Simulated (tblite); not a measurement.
Compound: C₃H₇FOSi.
Numbering: `[CH3:1][O:2][C@@H:3]1[SiH2:4][C@H:5]1[F:6]` (hydrogens: H7, H8, H9 on C1; H10 on C3; H11, H12 on Si4; H13 on C5)

Computed with GFN2-xTB (tblite), gas phase: L-BFGS steps from a force-field or distance-geometry start until the largest atomic force falls under 0.01 eV/Å.

Step 6: E = -556.3946 eV
```
atom  x, y, z in Å  |  force x, y, z in eV/Å
C1      2.0525    0.0971   -0.3715    0.058  -0.054   0.023
O2      1.0047   -0.1631    0.5402    0.128   0.000  -0.126
C3     -0.2302    0.3923    0.2041    0.040  -0.123  -0.258
Si4    -1.7268   -0.1441    1.1924   -0.178  -0.160   0.204
C5     -1.2125   -0.4842   -0.6126    0.227   0.134  -0.045
F6     -1.8248    0.1106   -1.7011    0.108   0.000   0.339
H7      1.8599   -0.3010   -1.3752   -0.149   0.046   0.073
H8      2.9250   -0.4054    0.0396    0.072  -0.020   0.014
H9      2.2631    1.1718   -0.4432   -0.101  -0.032  -0.027
H10    -0.1846    1.4263   -0.1076    0.140   0.228  -0.262
H11    -2.6613    0.9433    1.3995   -0.142  -0.101   0.034
H12    -1.4377   -1.1918    2.1541   -0.189   0.017  -0.090
H13    -0.8317   -1.4513   -0.9363   -0.013   0.063   0.120
```

Step 7: E = -556.4090 eV
```
atom  x, y, z in Å  |  force x, y, z in eV/Å
C1      2.0501    0.0979   -0.3722    0.103  -0.043  -0.009
O2      1.0096   -0.1637    0.5417   -0.009   0.040  -0.158
C3     -0.2240    0.3921    0.1957   -0.091   0.011  -0.013
Si4    -1.7239   -0.1413    1.2023   -0.060  -0.072   0.071
C5     -1.2113   -0.4842   -0.6044    0.253   0.143  -0.012
F6     -1.8157    0.1108   -1.6910   -0.017   0.095   0.211
H7      1.8555   -0.2983   -1.3763   -0.143   0.023   0.074
H8      2.9169   -0.4063    0.0426    0.182  -0.031  -0.011
H9      2.2600    1.1733   -0.4482   -0.093  -0.047  -0.001
H10    -0.1680    1.4280   -0.1271    0.092   0.061  -0.184
H11    -2.6749    0.9385    1.4006   -0.071  -0.155   0.023
H12    -1.4494   -1.2035    2.1565   -0.174   0.078  -0.124
H13    -0.8292   -1.4428   -0.9379    0.030  -0.103   0.133
```

Step 8: E = -556.4180 eV
```
atom  x, y, z in Å  |  force x, y, z in eV/Å
C1      2.0509    0.0976   -0.3728    0.092  -0.032  -0.019
O2      1.0121   -0.1637    0.5399   -0.080   0.038  -0.101
C3     -0.2214    0.3931    0.1900   -0.081   0.129   0.139
Si4    -1.7237   -0.1411    1.2082    0.035   0.019  -0.068
C5     -1.2058   -0.4821   -0.5997    0.179   0.073   0.023
F6     -1.8108    0.1128   -1.6810   -0.095   0.151   0.093
H7      1.8500   -0.2964   -1.3755   -0.111  -0.006   0.042
H8      2.9158   -0.4074    0.0441    0.202  -0.022  -0.038
H9      2.2565    1.1733   -0.4510   -0.061  -0.035   0.009
H10    -0.1570    1.4300   -0.1416    0.050  -0.050  -0.122
H11    -2.6841    0.9329    1.4017   -0.040  -0.169   0.016
H12    -1.4593   -1.2090    2.1560   -0.148   0.067  -0.103
H13    -0.8275   -1.4394   -0.9359    0.058  -0.163   0.129
```

**Question.** Estimate the geometry and energy of step 9. (The exact step hangs on the optimiser's Hessian estimate; all steps are aligned on step 8, rigid shifts and turns removed.)

**Answer.** E = -556.4272 eV, largest force 0.302 eV/Å
```
atom  x, y, z in Å  |  force x, y, z in eV/Å
C1      2.0534    0.0965   -0.3737    0.043  -0.022  -0.016
O2      1.0132   -0.1630    0.5363   -0.079   0.012   0.023
C3     -0.2193    0.3969    0.1866   -0.008   0.206   0.221
Si4    -1.7233   -0.1406    1.2130    0.108   0.101  -0.197
C5     -1.1968   -0.4789   -0.5948    0.040  -0.029   0.028
F6     -1.8076    0.1179   -1.6684   -0.138   0.165  -0.004
H7      1.8421   -0.2946   -1.3740   -0.056  -0.041  -0.005
H8      2.9188   -0.4089    0.0447    0.162   0.005  -0.077
H9      2.2516    1.1727   -0.4539   -0.011  -0.014   0.015
H10    -0.1447    1.4314   -0.1592    0.002  -0.107  -0.056
H11    -2.6947    0.9236    1.4033   -0.026  -0.156   0.009
H12    -1.4727   -1.2136    2.1535   -0.109   0.029  -0.058
H13    -0.8245   -1.4389   -0.9310    0.071  -0.149   0.116
```

The energy changes by -0.0093 eV. The first-order estimate −F·Δx gives -0.0129 eV and the mean of the old and new forces, exact on a quadratic surface, -0.0092 eV. The step makes an angle of 54° with the force vector and moves no atom by more than 0.022 Å.

The cost below is that of the whole relaxation. Time: 0.63 s wall. Hardware: one thread of an Arm Neoverse N1, no GPU, shared host with 64 logical CPUs at a one-minute load of 62.
